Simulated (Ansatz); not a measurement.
cyclo-(H2SnCH2)4 (C₄H₁₆Sn₄). Total charge 0; singlet. Geometry PBE-D4/def2-SVP.

```xyz
24

Sn   -0.550    1.882    1.652
H    -1.939    2.494    2.494
H     0.837    2.842    2.071
C    -0.191   -0.180    2.242
Sn    1.724   -0.998    1.615
H     2.957   -0.430    2.697
H     1.671   -2.734    1.672
C     2.189   -0.367   -0.414
Sn    0.995   -1.308   -1.969
H     1.080   -0.367   -3.427
H     1.625   -2.895   -2.278
C    -1.083   -1.458   -1.342
Sn   -2.170    0.424   -1.299
H    -2.648    0.834   -2.916
H    -3.589    0.263   -0.309
C    -0.914    2.004   -0.487
H    -1.007   -0.810    1.832
H    -0.243   -0.240    3.348
H     2.066    0.733   -0.476
H     3.255   -0.599   -0.614
H    -1.608   -2.141   -2.040
H    -1.112   -1.919   -0.333
H     0.057    1.991   -1.023
H    -1.402    2.978   -0.697
```

In the def2 sets Sn takes a core potential, while STO-3G treats all electrons; there is no spin–orbit coupling.

Estimate the orbital energies around the gap (eV) in Ansatz with HF/STO-3G, PBE-D4/def2-SVP, revPBE-D4/def2-TZVP, r2SCANh-D4/def2-TZVP, PBE0-D4/def2-TZVP.


```json
{"orbital": "HOMO−9", "HF/STO-3G": "-10.65", "PBE-D4/def2-SVP": "-8.12", "revPBE-D4/def2-TZVP": "-8.16", "r2SCANh-D4/def2-TZVP": "-9.00", "PBE0-D4/def2-TZVP": "-9.49"}
{"orbital": "HOMO−8", "HF/STO-3G": "-10.60", "PBE-D4/def2-SVP": "-8.09", "revPBE-D4/def2-TZVP": "-8.14", "r2SCANh-D4/def2-TZVP": "-8.98", "PBE0-D4/def2-TZVP": "-9.47"}
{"orbital": "HOMO−7", "HF/STO-3G": "-9.98", "PBE-D4/def2-SVP": "-7.61", "revPBE-D4/def2-TZVP": "-7.64", "r2SCANh-D4/def2-TZVP": "-8.44", "PBE0-D4/def2-TZVP": "-8.90"}
{"orbital": "HOMO−6", "HF/STO-3G": "-9.41", "PBE-D4/def2-SVP": "-7.28", "revPBE-D4/def2-TZVP": "-7.33", "r2SCANh-D4/def2-TZVP": "-8.10", "PBE0-D4/def2-TZVP": "-8.57"}
{"orbital": "HOMO−5", "HF/STO-3G": "-9.41", "PBE-D4/def2-SVP": "-7.28", "revPBE-D4/def2-TZVP": "-7.33", "r2SCANh-D4/def2-TZVP": "-8.10", "PBE0-D4/def2-TZVP": "-8.57"}
{"orbital": "HOMO−4", "HF/STO-3G": "-8.78", "PBE-D4/def2-SVP": "-6.89", "revPBE-D4/def2-TZVP": "-6.94", "r2SCANh-D4/def2-TZVP": "-7.68", "PBE0-D4/def2-TZVP": "-8.14"}
{"orbital": "HOMO−3", "HF/STO-3G": "-8.13", "PBE-D4/def2-SVP": "-6.72", "revPBE-D4/def2-TZVP": "-6.72", "r2SCANh-D4/def2-TZVP": "-7.42", "PBE0-D4/def2-TZVP": "-7.87"}
{"orbital": "HOMO−2", "HF/STO-3G": "-7.97", "PBE-D4/def2-SVP": "-6.63", "revPBE-D4/def2-TZVP": "-6.63", "r2SCANh-D4/def2-TZVP": "-7.32", "PBE0-D4/def2-TZVP": "-7.77"}
{"orbital": "HOMO−1", "HF/STO-3G": "-7.97", "PBE-D4/def2-SVP": "-6.63", "revPBE-D4/def2-TZVP": "-6.63", "r2SCANh-D4/def2-TZVP": "-7.32", "PBE0-D4/def2-TZVP": "-7.77"}
{"orbital": "HOMO", "HF/STO-3G": "-7.97", "PBE-D4/def2-SVP": "-6.60", "revPBE-D4/def2-TZVP": "-6.62", "r2SCANh-D4/def2-TZVP": "-7.31", "PBE0-D4/def2-TZVP": "-7.76"}
{"orbital": "LUMO", "HF/STO-3G": "10.34", "PBE-D4/def2-SVP": "-0.71", "revPBE-D4/def2-TZVP": "-0.94", "r2SCANh-D4/def2-TZVP": "-0.47", "PBE0-D4/def2-TZVP": "-0.37"}
{"orbital": "LUMO+1", "HF/STO-3G": "10.39", "PBE-D4/def2-SVP": "-0.56", "revPBE-D4/def2-TZVP": "-0.77", "r2SCANh-D4/def2-TZVP": "-0.27", "PBE0-D4/def2-TZVP": "-0.06"}
{"orbital": "LUMO+2", "HF/STO-3G": "10.85", "PBE-D4/def2-SVP": "-0.55", "revPBE-D4/def2-TZVP": "-0.77", "r2SCANh-D4/def2-TZVP": "-0.27", "PBE0-D4/def2-TZVP": "-0.06"}
{"orbital": "LUMO+3", "HF/STO-3G": "10.85", "PBE-D4/def2-SVP": "-0.46", "revPBE-D4/def2-TZVP": "-0.76", "r2SCANh-D4/def2-TZVP": "-0.25", "PBE0-D4/def2-TZVP": "0.03"}
{"orbital": "LUMO+4", "HF/STO-3G": "12.22", "PBE-D4/def2-SVP": "0.07", "revPBE-D4/def2-TZVP": "-0.21", "r2SCANh-D4/def2-TZVP": "0.27", "PBE0-D4/def2-TZVP": "0.48"}
{"orbital": "LUMO+5", "HF/STO-3G": "12.45", "PBE-D4/def2-SVP": "0.22", "revPBE-D4/def2-TZVP": "-0.06", "r2SCANh-D4/def2-TZVP": "0.46", "PBE0-D4/def2-TZVP": "0.61"}
```
